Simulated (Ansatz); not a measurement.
Z-matrix (Å, degrees):
```
C
H 1 1.1000
H 1 1.1002 2 107.95
C 1 1.4659 2 113.83 3 -127.60
H 4 1.0895 1 117.07 2 -7.07
H 4 1.0896 5 113.13 1 -140.81
O 1 1.5153 2 103.58 3 109.30
H 7 0.9723 1 98.35 2 123.48
```
Charge 0, spin multiplicity 2.

All values below come from Ansatz (a quantum-chemistry and plane-wave program) with frozen-core CCSD(T)/aug-cc-pVTZ // B3LYP-D3(BJ)/def2-TZVPD. The geometry is that of the parent before the electron was removed.

```json
{
 "HF energy": "-153.49492 Ha",
 "MP2 correlation energy": "-0.57822 Ha"
}
```

### Question
Estimate the CCSD correlation energy, the (T) correction, the total energy and the T1 diagnostic.

### Answer

- CCSD correlation energy: -0.60599 Ha
- (T) correction: -0.02329 Ha
- CCSD(T) total energy: -154.12420 Ha
- T1 diagnostic: 0.014
